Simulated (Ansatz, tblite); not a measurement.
Forces on ZrSe₂⁺ at its PBE0-D4/def2-TZVP geometry. Charge 1, multiplicity 2.

In the def2 sets Zr takes a core potential; there is no spin–orbit coupling. The xTB rows come from tblite. The structure comes from a short search, and lower isomers may exist.

GFN1-xTB (tblite), largest force 0.82 eV/Å:

```xyz
3
positions Å, forces eV/Å
Zr   -1.335   -0.336    0.329   -0.618   -0.155    0.152
Se    0.349    0.317   -1.301    0.108    0.172   -0.792
Se    0.986    0.019    0.972    0.509   -0.016    0.640
```

GFN2-xTB (tblite), largest force 2.55 eV/Å:

```
Zr -2.089 -0.526 0.516
Se 0.430 0.551 -2.452
Se 1.659 -0.025 1.937
```

PBE0-D4/def2-TZVP (Ansatz), largest force 0.00 eV/Å:

```
Zr 0.000 0.000 0.000
Se 0.000 0.000 0.000
Se 0.000 0.000 0.000
```
